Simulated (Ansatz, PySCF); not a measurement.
This PySCF input computes a CCSD(T)/cc-pVDZ energy:

```python
from pyscf import gto, scf, mp, cc as ccmod

mol = gto.M(
    atom='''
    C    -0.00000000   -0.00000000   -1.23960541
    N     0.00000000    0.00000000    0.00000000
    C     0.00000000    0.00000000    1.23960541
    ''',
    basis='cc-pvdz',
    charge=0,
    spin=1,
    symmetry='D2h',
    verbose=4,
)

mf = scf.UHF(mol)
mf.conv_tol = 1e-10
mf.max_cycle = 100
mf.kernel()
mp2 = mp.MP2(mf, frozen=3).run()
cc = ccmod.CCSD(mf, frozen=3)
cc.max_cycle = 100
cc.kernel()
et = cc.ccsd_t()
print(f'E(CCSD(T)) = {cc.e_tot + et:.9f}')
```

Question: Write an input for the same energy in Ansatz (a first-principles code) and say what it gives.

Answer: 
Ansatz 0.2 input:
```yaml
crystal:
  periodic: [false, false, false]
  atoms:
    - {symbol: C, position_ang: [-0.00000000, -0.00000000, -1.23960541]}
    - {symbol: N, position_ang: [0.00000000, 0.00000000, 0.00000000]}
    - {symbol: C, position_ang: [0.00000000, 0.00000000, 1.23960541]}
basis:
  gaussian:
    orbitals: cc-pVDZ
magnetization: {spin_polarized: true, initial_magnetization: 1}
correlation: {method: ccsd_t, electrons: outside_noble_gas}
```
It gives -130.41628 Eh, and PySCF -130.41628 Eh, a difference of 0.00 mEh.

It need not be the lowest isomer of its formula.
